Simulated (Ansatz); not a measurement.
Calculation: Ansatz (a program for electronic structure) with frozen-core CCSD(T)/cc-pVTZ // PBE0-D3(BJ)/def2-TZVP.

Ansatz 0.2 input:
```yaml
crystal:
  periodic: [false, false, false]
  atoms:
    - { symbol: Cl, position_ang: [-1.276621, -1.704286, 0.012048] }
    - { symbol: Ga, position_ang: [-0.02881, 0.002921, 0.000297] }
    - { symbol: Cl, position_ang: [-0.908649, 1.925812, 0.010494] }
    - { symbol: Br, position_ang: [2.21408, -0.224446, -0.02284] }
basis:
  gaussian: { orbitals: cc-pVTZ }
correlation:
  method: ccsd_t
```

Output:

```
Functional definition: HF
976 factors; integrals over basis functions are off by at most 1.6e-3 eV
mean field evaluation 1: about -147347.6405 eV, gradient 2.0e1 eV
mean field evaluation 2: about -147347.7455 eV, gradient 2.1e1 eV
mean field evaluation 4: about -147349.0279 eV, gradient 1.6e0 eV
mean field evaluation 8: about -147349.0464 eV, gradient 1.4e-1 eV
mean field evaluation 16: about -147348.5586 eV, gradient 1.2e1 eV
mean field -147349.04644785 eV, -5414.9775801876 hartree, gradient 2.4e-6 eV, S^2 0.000000; 0 other end points of the search recorded, 0 dependent functions left out
28 core orbitals not correlated
reference -147349.04644785 eV, -5414.9775801876 hartree; 22, 22 occupied and 104, 104 virtual orbitals, 976 factors
second order -20.08812536 eV of doubles, -0.00000000 eV of singles
cycle   1  -20.54224928 eV  change   -4.5e-1 eV  update   9.4e-2
cycle   2  -21.02856273 eV  change   -4.9e-1 eV  update   2.5e-2
cycle   3  -21.10164204 eV  change   -7.3e-2 eV  update   1.2e-2
cycle   4  -21.08959796 eV  change    1.2e-2 eV  update   2.9e-3
cycle   5  -21.08927270 eV  change    3.3e-4 eV  update   1.0e-3
cycle   6  -21.08920720 eV  change    6.5e-5 eV  update   2.7e-4
cycle   7  -21.08910374 eV  change    1.0e-4 eV  update   8.5e-5
cycle   8  -21.08914016 eV  change   -3.6e-5 eV  update   2.5e-5
perturbative correction -0.94248475 eV, -0.0346356759 hartree
Total energy: -147371.07807277 eV, -5415.7872274698 hartree
```

Cost: roughly 30 core-seconds.
